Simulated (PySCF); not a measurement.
C2H6F2Si2, SMILES F/C=C(/[SiH3])[SiH2]F.

Geometry optimised at TPSSh-D3(BJ)/def2-SVP. The structure was generated by enumeration; whether it is a known compound was not checked. One conformer was computed; it need not be the lowest.

Method: PySCF 2.14.0 with TDA-PBE/def2-SVPD.

Vertical excitations. Isolated molecule, no solvent. State labels are in the subgroup Cs.

Give excitation energies, oscillator strengths and character. (Estimate from the structure and the level; the computed values follow.)


| state | symmetry | energy (eV) | λ (nm) | f | main pairs |
|---|---|---|---|---|---|
| S1 | A" | 6.01 | 206 | 0.000 | HOMO−1→LUMO 90 % |
| S2 | A" | 6.03 | 206 | 0.004 | HOMO→LUMO+1 91 % |
| S3 | A' | 6.25 | 198 | 0.118 | HOMO→LUMO 57 %, HOMO−4→LUMO 20 %, HOMO−2→LUMO 17 % |
| S4 | A' | 6.52 | 190 | 0.070 | HOMO−2→LUMO 78 % |
| S5 | A" | 6.58 | 188 | 0.001 | HOMO−3→LUMO 84 %, HOMO→LUMO+2 14 % |
| S6 | A" | 6.61 | 188 | 0.000 | HOMO→LUMO+2 86 %, HOMO−3→LUMO 14 % |
| S7 | A" | 7.02 | 177 | 0.000 | HOMO→LUMO+3 97 % |
| S8 | A" | 7.12 | 174 | 0.003 | HOMO−5→LUMO 83 %, HOMO→LUMO+4 14 % |
| S9 | A' | 7.13 | 174 | 0.066 | HOMO−1→LUMO+1 89 % |
| S10 | A" | 7.26 | 171 | 0.006 | HOMO→LUMO+4 85 %, HOMO−5→LUMO 13 % |
| T1 | A' | 4.08 | 304 | 0 | HOMO→LUMO 98 % |
| T2 | A" | 5.63 | 220 | 0 | HOMO−1→LUMO 99 % |
| T3 | A" | 5.94 | 209 | 0 | HOMO→LUMO+1 99 % |
| T4 | A' | 6.21 | 200 | 0 | HOMO−2→LUMO 99 % |
Triplets are in the Tamm–Dancoff approximation.
